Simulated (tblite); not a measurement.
C5H12Si.
Z-matrix (Å and degrees, GFN2-xTB geometry), rows numbered from 1:
```
C 
C   1  1.5187
C   2  1.5450  1  114.36
Si  3  1.9110  2   90.93  1   134.62
C   4  1.8959  3  118.08  2  -125.02
C   2  1.5449  1  114.30  3   114.02
H   1  1.0889  2  110.61  3  -177.01
H   1  1.0888  2  110.61  3    62.89
H   1  1.0888  2  110.37  3   -57.06
H   2  1.0926  1  109.06  3  -123.02
H   3  1.0870  2  113.73  1  -103.12
H   3  1.0890  2  111.26  1    18.25
H   4  1.4695  3  114.83  2   101.17
H   5  1.0851  4  110.76  3   165.00
H   5  1.0857  4  111.93  3    44.53
H   5  1.0851  4  110.68  3   -75.80
H   6  1.0871  2  113.74  1   103.10
H   6  1.0890  2  111.29  1   -18.23
```

Calculated harmonic vibrations of the isolated species, GFN2-xTB (tblite), most abundant isotopes, no scaling. Against measured fundamentals such values can be off by several per cent, at times by over 20. Modes of hydrogen on silicon can be 10 to 20 % off. One conformer, not necessarily the lowest.

**Question.** How many normal modes are there?

**Answer.** 18 atoms, non-linear: 3N − 6 = 48.

**Question.** What is the point group of the computed structure, and how do the modes divide by symmetry?

**Answer.** Cs. The vibrations span 28 a′ + 20 a″.

**Question.** How many distinct wavenumbers does the calculation give?

**Answer.** 48: Cs has no degenerate species.

**Question.** How many fundamentals are allowed in the infrared by symmetry?

**Answer.** 48 of 48: in Cs every mode is allowed. All fundamentals are allowed in the Raman spectrum.

**Question.** What thermal excitation has the softest real mode at 500 K?

**Answer.** 48.9 cm⁻¹ is a vibrational temperature θ of 70 K. The population of v = 1 over v = 0 is exp(−θ/T) = 0.87, and the mean quantum number is 6.6.
